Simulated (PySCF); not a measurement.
Molecule: `CSc1ccoc1`, C5H6OS.

Atoms are numbered as in `[CH3:1][S:2][c:3]1[cH:4][cH:5][o:6][cH:7]1` (H(Xn): hydrogen on atom n).

Geometry PBE0-D3(BJ)/def2-SVP throughout; GIAO in PySCF 2.14.0 with density-fitted response routines, gas phase, one conformer, non-relativistic; equivalent atoms averaged; basis pcSseg-1.

(1) How do the absolute shieldings σ depend on the functional? (a selection of nuclei; ppm; last column core-seconds on shared hosts with different chips, so compare them loosely)

(2) Which nucleus among those listed moves most, in ppm?

## Answers

(1) 
```tsv
functional	kind	C5	C7	C4	C1	S2	O6	H(C5)	H(C7)	H(C1)	core-s
BLYP	GGA	30.4	41.6	61.8	155.4	484.3	23.6	24.21	24.81	29.12	36
KT2	GGA	45.5	56.4	77.2	164.8	535.6	39.5	23.90	24.50	28.92	36
B97-D	GGA	38.9	49.6	69.5	159.2	507.6	35.6	24.22	24.81	29.14	18
B3LYP	global hybrid	31.2	42.2	63.4	160.2	511.4	29.6	24.12	24.70	29.16	25
PBE0	global hybrid	36.9	48.0	69.0	166.3	540.7	34.5	23.92	24.51	29.05	14
WP04	global hybrid	24.4	34.0	55.5	151.1	466.6	29.9	24.46	24.99	29.38	27
B97-2	global hybrid	39.4	50.1	70.8	164.9	537.4	38.4	24.07	24.64	29.14	11
BHandHLYP	global hybrid	32.7	43.9	66.4	166.2	546.6	40.9	24.06	24.62	29.24	25
```

(2) S2 (sulfide sulfur): from 466.6 ppm with WP04 to 546.6 ppm with BHandHLYP. The smallest spread is 0.46 ppm, at H(C1). Proton shifts span only some 12 ppm, so a few tenths of a ppm matter as much there as several ppm in carbon.
